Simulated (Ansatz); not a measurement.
Geometry optimisation of C₂H₆GeOSi, SMILES `O[SiH2]C#[C][GeH3]`.

```yaml
crystal:
  periodic: [false, false, false]
  atoms:
    - {symbol: O, position_ang: [-1.565993, -1.060126, 2.502693]}
    - {symbol: Si, position_ang: [-0.784242, -1.745401, 1.184100]}
    - {symbol: C, position_ang: [-0.018936, -0.451355, 0.117879]}
    - {symbol: C, position_ang: [0.473199, 0.438261, -0.587018]}
    - {symbol: Ge, position_ang: [1.246204, 1.803628, -1.675211]}
    - {symbol: H, position_ang: [-2.192258, -0.348782, 2.281361]}
    - {symbol: H, position_ang: [-1.714799, -2.546774, 0.313719]}
    - {symbol: H, position_ang: [0.279892, -2.626201, 1.757291]}
    - {symbol: H, position_ang: [0.463207, 1.884274, -3.007205]}
    - {symbol: H, position_ang: [2.726068, 1.444364, -1.946150]}
    - {symbol: H, position_ang: [1.153057, 3.151212, -0.920860]}
basis:
  gaussian: {orbitals: def2-TZVP}
hamiltonian: {xc: pbe0, dispersion: d4}
relax: {f_tol: 0.005, max_steps: 150}
```

```sh
$ ansatz run in.yaml --threads 4 --pin off --events-out ev --progress --plain --max-ram 10444MiB
```

Output, abridged:

```
Functional definition: PBE0
mean field -68600.66692948 eV, -2521.0280104563 hartree, gradient 7.2e-5 eV, S^2 0.000000; 0 other end points of the search recorded, 0 dependent functions left out
relax step   1: F+E_penalty+E_count = -68600.85930139 eV  Δ(F+E_penalty+E_count) = +0.000e0 eV  max|allowed force component| = 1.442e0 eV/Å  Δτ_max = 0.0000 Å  (28 SCF iters, accepted)
mean field -68600.72362797 eV, -2521.0300940874 hartree, gradient 2.0e-5 eV, S^2 0.000000; 0 other end points of the search recorded, 0 dependent functions left out
relax step   2: F+E_penalty+E_count = -68600.91741137 eV  Δ(F+E_penalty+E_count) = -5.811e-2 eV  max|allowed force component| = 5.625e-1 eV/Å  Δτ_max = 0.0343 Å  (33 SCF iters, accepted)
mean field -68600.73031515 eV, -2521.0303398368 hartree, gradient 1.6e-5 eV, S^2 0.000000; 0 other end points of the search recorded, 0 dependent functions left out
relax step   3: F+E_penalty+E_count = -68600.92445344 eV  Δ(F+E_penalty+E_count) = -7.042e-3 eV  max|allowed force component| = 1.818e-1 eV/Å  Δτ_max = 0.0128 Å  (33 SCF iters, accepted)
mean field -68600.73155295 eV, -2521.0303853252 hartree, gradient 1.6e-5 eV, S^2 0.000000; 0 other end points of the search recorded, 0 dependent functions left out
relax step   4: F+E_penalty+E_count = -68600.92573563 eV  Δ(F+E_penalty+E_count) = -1.282e-3 eV  max|allowed force component| = 1.549e-1 eV/Å  Δτ_max = 0.0245 Å  (33 SCF iters, accepted)
mean field -68600.73224697 eV, -2521.0304108299 hartree, gradient 1.5e-5 eV, S^2 0.000000; 0 other end points of the search recorded, 0 dependent functions left out
relax step   5: F+E_penalty+E_count = -68600.92636971 eV  Δ(F+E_penalty+E_count) = -6.341e-4 eV  max|allowed force component| = 2.522e-2 eV/Å  Δτ_max = 0.0128 Å  (33 SCF iters, accepted)
mean field -68600.73236566 eV, -2521.0304151917 hartree, gradient 1.6e-5 eV, S^2 0.000000; 0 other end points of the search recorded, 0 dependent functions left out
relax step   6: F+E_penalty+E_count = -68600.92645509 eV  Δ(F+E_penalty+E_count) = -8.538e-5 eV  max|allowed force component| = 1.087e-2 eV/Å  Δτ_max = 0.0147 Å  (33 SCF iters, accepted)
mean field -68600.73246319 eV, -2521.0304187758 hartree, gradient 1.6e-5 eV, S^2 0.000000; 0 other end points of the search recorded, 0 dependent functions left out
relax step   7: F+E_penalty+E_count = -68600.92651267 eV  Δ(F+E_penalty+E_count) = -5.758e-5 eV  max|allowed force component| = 1.220e-3 eV/Å  Δτ_max = 0.0091 Å  (33 SCF iters, accepted)
mean field -68600.73250270 eV, -2521.0304202277 hartree, gradient 1.6e-5 eV, S^2 0.000000; 0 other end points of the search recorded, 0 dependent functions left out
relax step   8: F+E_penalty+E_count = -68600.92652226 eV  Δ(F+E_penalty+E_count) = -9.590e-6 eV  max|allowed force component| = 6.041e-3 eV/Å  Δτ_max = 0.0108 Å  (34 SCF iters, accepted)
mean field -68600.73251537 eV, -2521.0304206932 hartree, gradient 1.8e-5 eV, S^2 0.000000; 0 other end points of the search recorded, 0 dependent functions left out
relax step   9: F+E_penalty+E_count = -68600.92652449 eV  Δ(F+E_penalty+E_count) = -2.224e-6 eV  max|allowed force component| = 1.833e-3 eV/Å  Δτ_max = 0.0023 Å  (25 SCF iters, accepted)
mean field -68600.73251537 eV, -2521.0304206932 hartree, gradient 1.9e-5 eV, S^2 0.000000; 1 other end points of the search recorded, 0 dependent functions left out
Total energy: -68600.92656279 eV, -2521.0375518043 hartree
Atom 0 at    -1.554089    -1.069291     2.465383 Å, force    -0.000586     0.001310    -0.000484 eV/Å
Atom 1 at    -0.773974    -1.719742     1.175130 Å, force    -0.000328    -0.001019    -0.001040 eV/Å
Atom 2 at    -0.020676    -0.423457     0.129061 Å, force     0.000727    -0.001443     0.000024 eV/Å
Atom 3 at     0.466225     0.438881    -0.573501 Å, force     0.000429     0.001738    -0.000150 eV/Å
Atom 4 at     1.241338     1.787740    -1.668214 Å, force    -0.000037     0.001833    -0.000549 eV/Å
Atom 5 at    -2.200043    -0.382202     2.296119 Å, force     0.000944    -0.000818     0.000316 eV/Å
Atom 6 at    -1.693282    -2.499827     0.307930 Å, force    -0.000310    -0.000063     0.000482 eV/Å
Atom 7 at     0.281188    -2.591535     1.732639 Å, force     0.000008     0.000728    -0.000113 eV/Å
Atom 8 at     0.461398     1.857689    -2.985989 Å, force    -0.000653    -0.001099     0.000173 eV/Å
Atom 9 at     2.705178     1.419406    -1.932814 Å, force    -0.000297    -0.001314     0.001102 eV/Å
Atom 10 at     1.152135     3.125439    -0.925145 Å, force     0.000104     0.000146     0.000237 eV/Å
Dipole moment:    -0.090643     0.274467    -0.229700 e Å
```

It took 30 s on 4 threads of an Intel Xeon on a shared host, with 0.68 GiB of host memory at the peak.
